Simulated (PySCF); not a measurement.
A GIAO shielding run with PySCF 2.14.0 with density-fitted response routines (density fitting, non-relativistic, gas phase) on SMILES COC[C@H](CF)O[SiH3], C4H11FO2Si:

```
$ OMP_NUM_THREADS=1 python probes_run.py task.json out

{"job": {"kind": "nmr", "xc": "PBE0", "basis": "pcSseg-1"}, "charge": 0, "multiplicity": 1}
C      3.109948     0.668490    -0.332128
O      1.861542     0.684283     0.316660
C      0.840310     0.104078    -0.454458
C     -0.486675     0.194963     0.306183
C     -0.369964    -0.535629     1.641287
F     -1.404964    -0.182170     2.469729
O     -1.476846    -0.347805    -0.503761
Si    -3.089927    -0.391532    -0.288299
H      3.077293     1.236758    -1.268969
H      3.818610     1.132066     0.350346
H      3.428323    -0.357448    -0.552463
H      0.730864     0.626182    -1.416292
H      1.063354    -0.953577    -0.665309
H     -0.706488     1.250261     0.519475
H     -0.430828    -1.617834     1.494637
H      0.559591    -0.252829     2.141075
H     -3.433282    -0.970323    -1.578514
H     -3.619189     0.958033    -0.083720
H     -3.481478    -1.236718     0.838403
```

Hardware: 1 thread of an Arm Neoverse N1, shared host. The job also computes population analyses, field gradients.

Q: How large is the calculation?

A: 74 electrons, 198 basis functions and 1050 auxiliary functions.

Q: How long does it take, and how much memory does it need?

A: 61 s of wall time, with 14 SCF cycles and 4 response iterations; peak memory 0.87 GiB. Times on a shared host scatter by some tens of per cent.
